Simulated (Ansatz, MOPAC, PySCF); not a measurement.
System: CaS, net charge 0, singlet state. SMILES: [S]=[Ca]
Geometry from a B3LYP-D3(BJ)/def2-TZVP (Ansatz, a first-principles code) optimisation:
```
Ca
S 1 2.3180
```

Unscaled harmonic wavenumbers (cm⁻¹) in rising order, each level at the stationary point that it reaches from this structure (no distance between atoms moves by over 0.3 Å); the order of modes can differ between levels, and a negative number is imaginary. B3LYP-D3(BJ)/def2-TZVP (PySCF, at the structure above): 472.

PM7 (MOPAC): 400. Zero-point energy 0.6 against 0.7 kcal/mol.

HF/6-31G* with LANL2DZ past Ar (Ansatz): 361. Zero-point energy 0.5 against 0.7 kcal/mol.

B3LYP/6-31G* with LANL2DZ past Ar (Ansatz): 366. Zero-point energy 0.5 against 0.7 kcal/mol.
